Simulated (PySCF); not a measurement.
Compound: C5H5NO.
Numbering: `[N:1]#[C:2][C@@H:3]1[CH:4]=[CH:5][O:6][CH2:7]1`

Probes without a nucleus sit at each ring's centroid and 1 Å off its mean plane on both sides; NICS is minus the shielding there, NICSzz its component along the normal. Level: GIAO PBE0/pcSseg-1 (PySCF, non-relativistic, gas phase) on the GFN2-xTB geometry, one conformer.

Ring bond lengths (Å), with Mayer bond orders in brackets: C3–C4 1.514 (1.00), C4–C5 1.325 (1.78), C5–O6 1.355 (1.04), O6–C7 1.425 (0.89), C7–C3 1.550 (0.98).

Task: What do the NICS probes read (ppm)?

Result: 
```csv
ring,type,NICS(0),"NICS(1), two faces","NICS(1)zz, two faces",rms pucker (Å),"centre to ring atoms, mean (Å)"
C3–C4–C5–O6–C7,"5-membered ring with O; formal bonds 1 double, 4 single",-4.7,-2.7 / -2.1,-4.2 / -2.3,0.00,1.22
```

Task: What do they say, and how far can they be read as aromaticity?

Result: 
- C3–C4–C5–O6–C7: mean NICS(1)zz -3.3 ppm, shielded. C3, C7 have four or more neighbours, so the value isn't read as a sign of a π ring current.

Task: What is the mean of the two in-plane components of NICS at the second NICS(1) probe listed for ring C3–C4–C5–O6–C7, 1 Å off the ring?

Result: The isotropic value is a third of the trace: (3 × -2.1 − (-2.3))/2 = -2.0 ppm.

Task: List the ring angles and the Hirshfeld charges of the ring atoms.

Result: 
- C3–C4–C5–O6–C7: C3 101.1° (-0.006 e), C4 108.5° (-0.092 e), C5 115.3° (+0.035 e), O6 107.9° (-0.119 e), C7 107.1° (+0.025 e); sum 540.0° against 540° for a flat convex ring.
